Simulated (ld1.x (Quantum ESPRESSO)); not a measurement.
## Which change was made? (Pm, TM semilocal)

- Element: promethium (Pm)
- Generator: ld1.x (Quantum ESPRESSO) 7.5
- Type: norm-conserving Troullier–Martins (semilocal form)
- Functional: PBEsol
- Relativity: scalar-relativistic
- Frozen core: [Kr] 4d10 5s2
- Valence charge: 13
- Reference configuration: 4f5 5p6 5d0 6s2 6p0
- Partial waves: 6s (bound): rc 3.85 bohr; 5d (bound, empty): rc 3.35 bohr; 4f (bound): rc 1.05 bohr; 5p (bound): rc 1.90 bohr
- Local potential: the p channel
- Core correction: Bessel-smoothed model core inside 0.95 bohr

Cutoffs, loose and tight: the cutoffs (Ry, on a coarse ladder) from which the occupation-weighted sum of valence levels, in a spherical-Bessel basis at the reference potential, stays within 10 and 1 mRy of its value at 400 Ry. They do not see the model core or the augmentation charge, which bear on the density cutoff. Test errors are all-electron minus pseudo excitation energies from the reference, over the configurations 4f5 5p6 5d0 6s1 6p0; 4f5 5p6 5d0 6s0 6p0; 4f4 5p6 5d0 6s0 6p0; 4f5 5p6 5d1 6s0 6p0; 4f5 5p6 5d0 6s1.5 6p0; 4f5 5p6 5d1 6s1 6p0; 4f3 5p6 5d0 6s0 6p0; variants that change the core or the reference have their own tests.

The base gives: outcome: generated; cutoff, loose: 300 Ry; cutoff, tight: over 300 Ry; bound ghosts: none; largest test error (meV): -834.

(1) After one change the result is: outcome: failed: run_pseudo: Errors in PS-KS equation. Which change was it?
A. type ultrasoft, which also changes the form from semilocal to separable; waves now 6s (bound): rcut 3.35, rcutus 3.85 bohr; 6s channel at 1.5 Ry: rcut 3.35, rcutus 3.85 bohr; 5p (bound): rc 1.90 bohr; 6p (bound): rc 1.90 bohr; 5d (bound): rcut 2.90, rcutus 3.35 bohr; 5d channel at 1.4 Ry: rcut 2.90, rcutus 3.35 bohr; 4f (bound): rcut 0.90, rcutus 1.05 bohr; 4f channel at 1.35 Ry: rcut 0.90, rcutus 1.05 bohr; local potential all-electron potential smoothed inside 0.85 bohr (lloc = -1); augmentation PSQ, inside the norm-conserving radii
B. wave 4f (bound): rc 1.05 bohr becomes 4f (bound): rc 1.26 bohr
C. wave 5p (bound): rc 1.90 bohr becomes 5p (bound): rc 1.58 bohr
D. reference 4f5 5p6 5d0 6s1.75 6p0.25

Results:

(1) D. The others give: wave 4f (bound): rc 1.05 bohr becomes 4f (bound): rc 1.26 bohr → outcome: generated; cutoff, loose: 230 Ry; cutoff, tight: 300 Ry; bound ghosts: none; largest test error (meV): -617 | wave 5p (bound): rc 1.90 bohr becomes 5p (bound): rc 1.58 bohr → outcome: generated; cutoff, loose: 300 Ry; cutoff, tight: over 300 Ry; bound ghosts: none; largest test error (meV): -1077 | type ultrasoft, which also changes the form from semilocal to separable; waves now 6s (bound): rcut 3.35, rcutus 3.85 bohr; 6s channel at 1.5 Ry: rcut 3.35, rcutus 3.85 bohr; 5p (bound): rc 1.90 bohr; 6p (bound): rc 1.90 bohr; 5d (bound): rcut 2.90, rcutus 3.35 bohr; 5d channel at 1.4 Ry: rcut 2.90, rcutus 3.35 bohr; 4f (bound): rcut 0.90, rcutus 1.05 bohr; 4f channel at 1.35 Ry: rcut 0.90, rcutus 1.05 bohr; local potential all-electron potential smoothed inside 0.85 bohr (lloc = -1); augmentation PSQ, inside the norm-conserving radii → outcome: failed: chargeps: negative rho. In the semilocal form every listed channel keeps its own potential, so the choice of the local channel does not act on these tests. It acts once the file is put into the separable form.
